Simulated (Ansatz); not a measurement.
Mulliken charges of ClF2GeH3Si, SMILES `F[SiH2][GeH]([F])[Cl]` from B3LYP/def2-TZVPP in Ansatz (PBE0-D4/def2-TZVP geometry).

| atom | x (Å) | y (Å) | z (Å) | charge (e) |
| --- | --- | --- | --- | --- |
| F1 | 1.644 | 1.550 | 0.006 | -0.304 |
| Si2 | 0.533 | 0.771 | 0.845 | 0.461 |
| Ge3 | -0.542 | -0.801 | -0.611 | 0.614 |
| F4 | 0.634 | -1.986 | -1.093 | -0.375 |
| Cl5 | -1.135 | 0.202 | -2.411 | -0.290 |
| H6 | 1.184 | 0.062 | 1.972 | -0.053 |
| H7 | -0.472 | 1.742 | 1.339 | -0.054 |
| H8 | -1.754 | -1.598 | -0.102 | 0.001 |

Q: By hand: the dipole of these point charges (1 e Å = 4.8032 D).

A: Σ q r = (-0.534, -0.020, 0.945) e Å, of length 1.086 e Å = 5.22 D.

Q: How does the dipole of the full density compare? (An estimate is asked.)

A: Computed: (-0.277, 0.103, 0.621) e Å, 3.30 D; the point charges give 1.58 times that, at 11° from its direction.

Point charges leave out the atoms' own dipoles, such as those of lone pairs, and Mulliken's split depends on the basis, so the two needn't agree.

B3LYP here is the variant with VWN-RPA as its local correlation; programs differ in this.
